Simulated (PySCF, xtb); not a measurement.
SbClBr2, SMILES [Br][Sb]([Br])[Cl].

Harmonic wavenumbers (cm⁻¹) from xtb 6.7.1 with GFN2-xTB at its own minimum, in rising order: 71, 87, 106, 219, 228, 313.

Task: What does PBE-D3(BJ)/def2-SVP in PySCF 2.14.0 give at its own minimum? (Estimate from the structure and the level; the computed values follow.)

Result: 72, 89, 108, 243, 245, 352. Paired by order, the mean absolute difference is 14 cm⁻¹ and the zero-point energies are 1.5 and 1.6 kcal/mol.
